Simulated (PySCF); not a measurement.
UHF on Rh⁻ (rhodium, charge -1)

Configuration: [Kr] 4d8 5s2, high-spin 3F determinant. Calculation: PySCF 2.14, in aug-cc-pVTZ-PP with one added diffuse shell each of s, p, d, f, g type with ECP28MDF (7s7p6d4f3g, 113 functions); a scalar-relativistic core potential.

| Quantity | Value |
| --- | --- |
| Total energy | -109.388853 hartree |
| One-electron energy | -196.1778 hartree |
| Hartree (Coulomb) energy | 97.5074 hartree |
| Exchange energy | -10.7185 hartree |
| ⟨S²⟩ | 2.4018 |
| ⟨L²⟩ | 12.058 |
| Sum of ⟨r⟩ | 32.93 bohr |
| Sum of ⟨r²⟩ | 133.5 bohr² |
| Time after the integrals | of the order of 5 core-seconds |

```
shell  electrons  mean orbital energy (hartree)  spread (hartree)  rms radius, mean of both spins (bohr)
 4s α          1                       -3.63259                 0                                   1.06
 4s β          1                       -3.49942                 0                                   1.06
 4p α          3                       -2.27854                 0                                   1.17
 4p β          3                       -2.11477                 0                                   1.17
 4d α          5                       -0.30001           0.04245                                   1.73
 4d β          3                       -0.23514                 0                                   1.73
 5s α          1                       -0.08198                 0                                   7.04
 5s β          1                       -0.00058                 0                                   7.04
```

Energies and moments cover only the electrons outside the core potential. ⟨S²⟩ = 2.40 against 2.00 shows spin contamination. The outer electron is barely bound at this level, so radii and moments hang on the diffuse functions.
